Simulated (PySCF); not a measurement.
Estimate the missing entries of this data sheet.

Species: C7H13FSSi.
Numbering: `[CH3:1][C:2]#[C:3][Si@H:4]([F:5])[C:6]([CH3:7])([CH3:8])[CH2:9][SH:10]` (hydrogens: H11, H12, H13 on C1; H14 on Si4; H15, H16, H17 on C7; H18, H19, H20 on C8; H21, H22 on C9; H23 on S10)

Conformer (atom-mapped SMILES and torsion angles): `[CH3:1][C:2]#[C:3][Si@H:4]([F:5])[C:6]([CH3:7])([CH3:8])[CH2:9][SH:10]`: C3–Si4–C6–C7 75°, Si4–C6–C9–S10 -53°, H–S10–C9–C6 81°.

```json
{"property": "point group of the GFN2-xTB geometry", "level": "GFN2-xTB", "value": "C1"}
{"property": "rotational constants A, B, C of the GFN2-xTB geometry", "level": "GFN2-xTB", "value": "?"}
{"property": "dipole moment", "level": "PBE0/pcSseg-1", "value": "?"}
{"property": "HOMO energy", "level": "PBE0/pcSseg-1", "value": "-6.90 eV"}
{"property": "LUMO energy", "level": "PBE0/pcSseg-1", "value": "-0.35 eV"}
{"property": "13C chemical shifts (computed TMS as zero) by class", "level": "GIAO PBE0/pcSseg-1", "value": "?"}
{"property": "1H chemical shifts (computed TMS as zero) by class", "level": "GIAO PBE0/pcSseg-1", "value": "5.17 (H14), 3.08 (H22), 2.15 (H11/H12/H13), 1.99 (H23), 1.69 (H21), 1.32 (H18/H19/H20), 1.07 (H15/H16/H17) ppm"}
{"property": "isotropic shieldings of nuclei other than C and H, by class", "level": "GIAO PBE0/pcSseg-1", "value": "381 (F5), 361 (Si4), 624 (S10) ppm"}
```

The electronic properties come from PySCF, for the isolated species, density fitting. GFN2-xTB frequencies show an imaginary mode (29i cm⁻¹), so this geometry is no minimum at that level. NMR classes are plain means over equivalent atoms (diastereotopic ones count apart unless rotation or inversion swaps them), as if these changed places fast; in this geometry the members of some classes differ.

Task: The rotational constants A, B, C of the GFN2-xTB geometry?

Result: 1.026, 0.728, 0.532 GHz.

Task: Give the 13C chemical shifts (computed TMS as zero) by class.

Result: 114.8 (C2), 83.7 (C3), 41.7 (C9), 32.5 (C6), 25.7 (C7), 23.3 (C8), 5.6 (C1) ppm.

Task: The dipole moment?

Result: 2.83 D.

The dipole matches unit charges of opposite sign 0.59 Å apart (1 e·Å = 4.8032 D). The rotational constants make it an asymmetric top with κ = (2B − A − C)/(A − C) = -0.21, nearer the prolate limit (−1). With B = h/(8π²I), that is 505.379 GHz u Å² over I, the principal moments of inertia are 492.7, 693.8 and 949.3 u Å² (most abundant isotopes); the inertial defect Ic − Ia − Ib is -237.2 u Å² (zero for a rigid planar frame, negative otherwise).

One conformer stands for the species.
